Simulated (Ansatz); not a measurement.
`B/C=C/C` → `BC=C` + `[CH2]` (triplet) at 400 K and 1 bar (formal loss of a carbene).

Calculated with Ansatz (gas phase, PBE0-D4/def2-TZVP geometries, no zero-point term in ΔE). CCSD(T)/CBS is the MP2 limit (def2-TZVPP, def2-QZVPP) plus CCSD(T) − MP2 in def2-TZVPP, frozen cores. This one scheme is used for every species. Triplets are unrestricted, without spin–orbit coupling.

```
          species  CCSD(T)/CBS energy (Eh)  H − E (kJ/mol)  S (J/(mol·K))
        `B/C=C/C`               -143.12983           265.6          326.0
           `BC=C`               -103.86193           185.4          285.8
`[CH2]` (triplet)                -39.09499            59.0          205.7
```

H − E and S are ideal-gas, rigid-rotor, harmonic terms from PBE0-D4/def2-TZVP, with the whole ground term of open shells counted as degenerate. 1 Eh = 2625.50 kJ/mol, R = 8.31446 J/(mol·K).

Question: By hand: ΔE, ΔH, ΔS and ΔG.

Answer: ΔE = (-103.86193) + (-39.09499) − (-143.12983) = 0.17291 Eh = 454.0 kJ/mol. Δ(H − E) = 185.4 + 59.0 − 265.6 = -21.2, so ΔH = 432.8 kJ/mol. ΔS = 285.8 + 205.7 − 326.0 = 165.5 J/(mol·K). ΔG = 432.8 − 400 × (165.5)/1000 = 366.6 kJ/mol.

Question: By hand: the equilibrium constant, and the temperature at which ΔG would vanish if ΔH and ΔS stayed fixed.

Answer: log₁₀ K = −ΔG/(RT ln 10) = -47.9. ΔG = 0 at ΔH/ΔS = 2615 K, far beyond where these terms or the molecules hold.

The number of gas molecules changes by +1, which sets the sign of ΔS. A doubt of 5 kJ/mol in ΔE shifts log₁₀ K by 0.7 here. A triplet takes part, so the spin changes. These are equilibria of isolated gas molecules and say nothing of rates. Largest T1 diagnostic: 0.011 (customary marks: 0.02 for closed shells, 0.045 for open ones).
